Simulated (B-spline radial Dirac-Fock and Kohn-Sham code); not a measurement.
Relativistic shifts of the levels of In²⁰⁺

System: In²⁰⁺, 1s2 2s2 2p6 3s2 3p6 3d10 4s1.

Both columns are ΔSCF binding energies of the configuration average from a radial B-spline solver: non-relativistic Hartree-Fock with a point nucleus, and Dirac-Fock with a finite nucleus and the Coulomb interaction alone, averaged over the two j levels with weights 2j+1.

```tsv
shell	Hartree-Fock (eV)	Dirac-Fock (eV)	shift (eV)	shift (%)
1s	27681.4	28634.4	+953.05	+3.44
2s	4608.2	4843.6	+235.35	+5.11
2p	4329.9	4400.0	+70.12	+1.62
3p	1219.4	1237.4	+18.01	+1.48
3d	1011.1	1007.1	-4.00	-0.40
4s	577.3	592.4	+15.12	+2.62
```

Relativity binds 1s, 2s, 2p, 3p, 4s more strongly, among those listed most of all 2s in relative terms, and 3d more weakly, because the contracted s and p shells screen the nucleus better.

Values without a named source are computed, but for edge energies of neutral atoms, which are taken from tables.
